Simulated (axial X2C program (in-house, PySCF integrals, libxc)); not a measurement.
## KB⁻: cheaper levels and CCSD(T), with spin–orbit coupling

Calculated with an in-house relativistic program for diatomic molecules. Two-component (2c) means X2C with spin–orbit coupling and atomic mean-field two-electron Coulomb and Gaunt terms. Basis: K dyall-acv3z [12s13p7d3f], B dyall-av3z [8s7p3d2f] (cores contracted in-house); Gaussian nuclei, density fitting, unrestricted open shells. Masses: K 38.964 u, B 11.009 u.

State: Ω = 1/2 (⟨Sz⟩ = -0.50, ⟨Lz⟩ = 1.00 at HF); fragments K + B- for PBE0; K- + B for HF, CCSD, B97-3, CCSD(T).

| level | Re (Å) | ωe (cm⁻¹) | De (eV) |
| --- | --- | --- | --- |
| PBE0 | 3.015 | 211.9 | n/a |
| HF | 3.074 | 220.2 | 0.805 |
| CCSD | 3.036 | 215.9 | 0.803 |
| B97-3 | 3.062 | 199.6 | 0.941 |

Correlated methods: 13 electrons correlated (number of frozen shells: K 2 s, 1 p; B 1 s), 265 virtual spin orbitals or spinors in MP2, 90 natural virtuals in coupled cluster.

CCSD(T), same Hamiltonian and basis:

Re = 3.032 Å, ωe = 215.8 cm⁻¹, De = 0.82 eV; T1 = 0.020 (Lee–Taylor normalisation).

Problem. Give the differences from CCSD(T) in the columns below.

Solution. 

| level | ΔRe (Å) | Δωe (cm⁻¹) | ΔDe (eV) |
| --- | --- | --- | --- |
| PBE0 | -0.017 | -3.9 | n/a |
| HF | 0.042 | 4.4 | -0.02 |
| CCSD | 0.004 | 0.1 | -0.02 |
| B97-3 | 0.030 | -16.2 | 0.12 |

One determinant describes the state; a PBE0 search over occupations chose it and may have missed a lower one. De is counted from the lowest determinant-based energies of the atoms at the same level, without counterpoise correction. De is not given where an atomic determinant may have missed its ground term or J level, or where the truncated virtual space spoils (T). Density functionals use the spin component along the axis (collinear). CCSD and (T) use frozen natural virtuals with an MP2 correction for the truncation; (T) itself is uncorrected, so its De runs slightly low. The 2c atoms are single determinants rather than J levels; their spin–orbit lowering is only partly caught, and De is too large by that part. This holds for CCSD, B97-3, CCSD(T). Other states lie close and PBE0, whose exact exchange favours high spin, may order them wrongly; the determinant shown need not be the ground state. The nearest other 2c determinant of the search, Ω = 3/2, lies 0.00 eV up at the distance of the search. Without a current term, density functionals place determinants with orbital angular momentum somewhat too high. The highest occupied level of some functionals is positive through self-interaction error; at Hartree–Fock it is bound. The determinant is spin-polarised beyond a pure state at some levels (its spin-free form has ⟨S²⟩ too high), which makes Re and μ there less reliable. Hartree–Fock gets electron affinities wrong, so its lowest charge split need not be the true one.
